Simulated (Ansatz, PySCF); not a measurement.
Gas-phase reaction in SMILES: F[SiH2][SiH](F)F -> F[SiH2] + F[SiH]F (the Si-Si bond at the site shown breaks; other sites are not compared here)
Each molecule is optimised on its own at B3LYP-D3(BJ)/def2-TZVP (Ansatz, a first-principles code), one conformer each, not searched for the lowest. Frequencies are from Ansatz or PySCF.

Quantity: bond dissociation energy (enthalpy at 298 K, with B3LYP-D3(BJ) rigid-rotor harmonic-oscillator terms), in kcal/mol. Cores are frozen in the correlated levels unless marked. UHF or UKS for open shells. Spin-orbit coupling is left out. Non-relativistic unless marked X2C. CBS marks a two-point X^-3 extrapolation of the correlation energy; Hartree-Fock from the larger set.

| level | program | bond dissociation energy (kcal/mol) |
|---|---|---|
| PBE/def2-TZVPD | Ansatz | 71.1 |
| r2SCAN-D3(BJ)/def2-TZVPD | Ansatz + dftd3 | 71.4 |
| B3LYP-D4/def2-TZVPD | Ansatz + dftd4 | [?] |
| PBE0/6-31G* | Ansatz | 78.3 |
| PBE0-D4/def2-TZVPD | Ansatz + dftd4 | 74.5 |
| PBE0/def2-TZVP | Ansatz | [?] |
| PBE0/def2-TZVPD | Ansatz | 73.0 |
| B2PLYP-D3(BJ)/def2-TZVPD | Ansatz + dftd3 | 74.8 |
| PBE-QIDH/def2-TZVPD | Ansatz | 75.7 |
| SCS-MP2/6-31G | Ansatz | 62.5 |
| X2C-CCSD(T)/cc-pVTZ-DK | Ansatz | [?] |
| CCSD(T)/CBS(aug-cc-pV(T+d)Z,aug-cc-pV(Q+d)Z) | Ansatz | [?] |

What belongs in the gaps?


- B3LYP-D4/def2-TZVPD, bond dissociation energy (kcal/mol): 73.7
- PBE0/def2-TZVP, bond dissociation energy (kcal/mol): 73.4
- X2C-CCSD(T)/cc-pVTZ-DK, bond dissociation energy (kcal/mol): 75.9
- CCSD(T)/CBS(aug-cc-pV(T+d)Z,aug-cc-pV(Q+d)Z), bond dissociation energy (kcal/mol): 78.9
